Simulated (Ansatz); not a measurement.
`FCC(F)(F)C(F)(F)C(F)(F)F`: the same geometry under several functionals.

```yaml
crystal:
  periodic: [false, false, false]
  atoms:
    - {symbol: F, position_ang: [-1.597944, 0.946067, 2.414751]}
    - {symbol: C, position_ang: [-0.407297, 0.757865, 1.774452]}
    - {symbol: C, position_ang: [-0.683088, 0.129736, 0.418068]}
    - {symbol: F, position_ang: [-1.326097, -1.041971, 0.575731]}
    - {symbol: F, position_ang: [-1.471012, 0.940033, -0.313129]}
    - {symbol: C, position_ang: [0.628594, -0.124657, -0.361781]}
    - {symbol: F, position_ang: [1.270901, 1.048194, -0.502378]}
    - {symbol: F, position_ang: [1.400231, -0.948538, 0.368172]}
    - {symbol: C, position_ang: [0.484984, -0.749305, -1.774678]}
    - {symbol: F, position_ang: [1.698744, -0.909774, -2.289927]}
    - {symbol: F, position_ang: [-0.107805, -1.931777, -1.710127]}
    - {symbol: F, position_ang: [-0.212410, 0.044409, -2.572991]}
    - {symbol: H, position_ang: [0.087736, 1.721276, 1.636923]}
    - {symbol: H, position_ang: [0.221664, 0.089142, 2.365712]}
basis:
  gaussian: {orbitals: def2-TZVPP}
hamiltonian: {xc: {name: B97M-V}}
output: {orbitals: {seedname: orbitals}}
```

```sh
$ ansatz run in.yaml --threads 4 --pin off --events-out ev --progress --plain --max-ram 46080MiB --backend cuda --devices 0, --max-vram 37GiB
```

Shortened log:

```
Functional definition: B97M-V
  name "B97M-V"
  cite "Mardirossian & Head-Gordon, J. Chem. Phys. 142, 074111 (2015) doi:10.1063/1.4907719"
  cite "Becke, J. Chem. Phys. 107, 8554 (1997) doi:10.1063/1.475007"
  cite "Vydrov & Van Voorhis, J. Chem. Phys. 133, 244103 (2010) doi:10.1063/1.3521275"
  # Of w^i u^j: cxij and so on, Table III.
  parameter cx00 = 1.000
  parameter cx01 = 1.308
  parameter cx02 = 1.901
  parameter cx10 = 0.416
  parameter cx11 = 3.070
  parameter css00 = 1.000
  parameter css02 = -1.855
  parameter css10 = -5.668
  parameter css32 = -20.497
  parameter css42 = -20.364
  parameter cos00 = 1.000
  parameter cos01 = 1.573
  parameter cos03 = -6.298
  parameter cos10 = 2.535
  parameter cos32 = -6.427
  parameter b = 6.0
  parameter c = 0.01
  gx(w, u) = cx00 + cx01*u + cx02*u^2 + (cx10 + cx11*u)*w
  gss(w, u) = css00 + css02*u^2 + css10*w + (css32*w^3 + css42*w^4)*u^2
  gos(w, u) = cos00 + cos01*u + cos03*u^3 + cos10*w + cos32*w^3*u^2
  exchange = spin_sum(e_x_unif_s*gx(b97_w, b97_u_x))
  correlation = spin_sum(e_c_pw_mod_same_spin*gss(b97_w, b97_u_same))
      + integral(e_c_pw_mod_opposite_spin*gos(b97_w_opposite, b97_u_opposite)) + vv10(b, c)
2086 factors; their error is unknown
mean field evaluation 1: about -25914.2804 eV, gradient 5.8e1 eV
mean field evaluation 2: about -25911.4166 eV, gradient 7.4e1 eV
mean field evaluation 4: about -25919.0147 eV, gradient 2.7e0 eV
mean field evaluation 8: about -25919.0530 eV, gradient 9.0e-2 eV
mean field evaluation 16: about -25918.9952 eV, gradient 6.0e-4 eV
mean field -25918.99520763 eV, -952.5055053545 hartree, gradient 4.1e-5 eV, S^2 0.000000; 0 other end points of the search recorded, 0 dependent functions left out
reference -25918.99525355 eV, -952.5055070419 hartree; 49, 49 occupied and 351, 351 virtual orbitals, 2086 factors
Total energy: -25918.99525355 eV, -952.5055070419 hartree
```

Run time 3.1 s (4 threads of an AMD EPYC 7R13 on a shared host and a share of an NVIDIA H100 80 GB); peak host memory 1 GiB.

Changing it to `hamiltonian: {xc: {name: LC-wPBE}}` (abridged; 2.3 s):

```
Functional definition: LC-wPBE
mean field evaluation 16: about -25912.3119 eV, gradient 2.7e-4 eV
mean field -25912.31194909 eV, -952.2599001333 hartree, gradient 3.2e-5 eV, S^2 0.000000
Total energy: -25912.31194910 eV, -952.2599001335 hartree
```

Changing it to `hamiltonian: {xc: {name: BHLYP}, dispersion: d4}` (abridged; 2.2 s):

```
Functional definition: BHLYP
mean field evaluation 16: about -25916.1672 eV, gradient 1.8e-4 eV
mean field -25916.16718586 eV, -952.4015774712 hartree, gradient 6.5e-5 eV, S^2 0.000000
Total energy: -25916.54074662 eV, -952.4153055760 hartree
```

The same input with `hamiltonian: {xc: r2scan, dispersion: d4}` and forces (abridged; 2.6 s):

```
Functional definition: r2SCAN
mean field evaluation 16: about -25915.6959 eV, gradient 7.8e-4 eV
mean field -25915.69593258 eV, -952.3842592326 hartree, gradient 4.4e-5 eV, S^2 0.000000
Total energy: -25915.78969257 eV, -952.3877048487 hartree
Atom 0 force    -0.332464     0.035459     0.138817 eV/Å
Atom 1 force     0.356892     0.000934    -0.064316 eV/Å
Atom 2 force     0.338149     0.080586     0.124658 eV/Å
Atom 3 force    -0.192787    -0.352468     0.051922 eV/Å
Atom 4 force    -0.237149     0.246451    -0.217200 eV/Å
Atom 5 force    -0.338386    -0.085445    -0.145033 eV/Å
Atom 6 force     0.189736     0.365087    -0.058361 eV/Å
Atom 7 force     0.230331    -0.268272     0.217752 eV/Å
Atom 8 force     0.001725     0.132915     0.303292 eV/Å
Atom 9 force     0.387458    -0.044588    -0.149524 eV/Å
Atom 10 force    -0.187008    -0.366296     0.034313 eV/Å
Atom 11 force    -0.219985     0.255725    -0.237562 eV/Å
Atom 12 force     0.001262     0.006516    -0.002198 eV/Å
Atom 13 force     0.002226    -0.006604     0.003440 eV/Å
Dipole moment:     0.291341     0.106213     0.183591 e Å
```

Changing it to `hamiltonian: {xc: hse06, dispersion: d4}` (abridged; 2.4 s):

```
Functional definition: HSE06
mean field evaluation 16: about -25900.2198 eV, gradient 2.7e-4 eV
mean field -25900.21981599 eV, -951.8155224381 hartree, gradient 7.2e-5 eV, S^2 0.000000
Total energy: -25900.49011733 eV, -951.8254558292 hartree
```

The same input with `hamiltonian: {xc: {name: BLYP}, dispersion: d4}` (abridged; 2 s):

```
Functional definition: BLYP
mean field evaluation 16: about -25923.2528 eV, gradient 5.8e-4 eV
mean field -25923.25282065 eV, -952.6619697472 hartree, gradient 6.0e-5 eV, S^2 0.000000
Total energy: -25924.02691161 eV, -952.6904170652 hartree
```

HSE06 is the plane-wave form, built on full-range PBE exchange.
